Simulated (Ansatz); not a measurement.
Stepwise reaction of `C=C[SiH](F)C=C` with water, as a gas-phase model of exchange steps in deposition or etching. ΔE in kJ/mol; ΔG adds harmonic PBE0-D4 terms to CCSD(T)/CBS, at 1 bar.

Calculated with Ansatz (gas phase, PBE0-D4/def2-TZVP geometries, no zero-point term in ΔE). CCSD(T)/CBS is the MP2 limit (def2-TZVPP, def2-QZVPP) plus CCSD(T) − MP2 in def2-TZVPP, frozen cores. This one scheme is used for every species. Functionals use def2-TZVPP. B3LYP here is the variant with VWN-RPA as its local correlation; programs differ in this. Each species was taken in one conformer, which may not be the lowest.

```
step                                         reaction  PBE-D4  B3LYP-D4  ωB97M-V  CCSD(T)/CBS  ΔG(400 K)
   1  `C=C[SiH](F)C=C` + H₂O → `C=C[SiH](O)F` + `C=C`   -96.8    -107.1   -107.3       -103.4     -101.6
```

Give the row of step 2, `C=C[SiH](O)F` + H₂O → `O[SiH](O)F` + `C=C`. (Best estimate.)

Computed: 
```
step                                     reaction  PBE-D4  B3LYP-D4  ωB97M-V  CCSD(T)/CBS  ΔG(400 K)
   2  `C=C[SiH](O)F` + H₂O → `O[SiH](O)F` + `C=C`  -102.0    -112.7   -113.2       -110.9     -111.1
```

By hand: ΔE of the 2 steps together at CCSD(T)/CBS.

(-103.4) + (-110.9) = -214.3 kJ/mol, or -107.2 kJ/mol a step.

In ΔE each step is lower than the one before. All are downhill at CCSD(T)/CBS. ΔG lies between -111.1 and -101.6 kJ/mol a step. PBE-D4 differs from CCSD(T)/CBS by 6.6 to 8.9 kJ/mol a step. Only this route is followed, and other bonds may react first. Isolated molecules leave out the surface, adducts and barriers. Largest T1 diagnostic: 0.012.
